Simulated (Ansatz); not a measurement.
System: CH5GeO, charge 0, multiplicity 2. It need not be the lowest isomer of its formula. SMILES: [CH2][O][GeH3]
Coordinates optimised at B3LYP-D3(BJ)/def2-TZVP (Ansatz, a first-principles code):
```
O
C 1 1.3543
H 2 1.0811 1 114.93
H 2 1.0858 3 120.72 1 -155.08
Ge 1 1.8074 2 119.69 3 174.46
H 5 1.5304 1 103.90 2 170.02
H 5 1.5370 6 112.72 1 -117.02
H 5 1.5392 6 112.81 7 -126.76
```
Charge 0, spin multiplicity 2.

Computed values are from Ansatz. Cores are frozen in the correlated levels unless marked. UHF or UKS for open shells. No spin-orbit coupling. Frozen are the shells of the preceding noble gas and the d and f shells that filled before the atom's block. No relativistic terms. CBS(X,Y): correlation extrapolated as X^-3; Hartree-Fock from the larger set (for Q and 5 zeta extrapolated as (X+1)exp(-9√X)).

**Question.** What is the dipole moment at CCSD(T)/aug-cc-pVDZ?

**Answer.** 1.54 D.

**Question.** What is the atomisation energy De at CCSD(T)/CBS(cc-pVQZ,cc-pV5Z)?

**Answer.** 2499.9 kJ/mol.

**Question.** What is the T1 diagnostic at CCSD/cc-pV5Z?

**Answer.** 0.016.

**Question.** What is the total energy at CCSD(T)/CBS(cc-pVQZ,cc-pV5Z)?

**Answer.** -2191.6826 Eh.
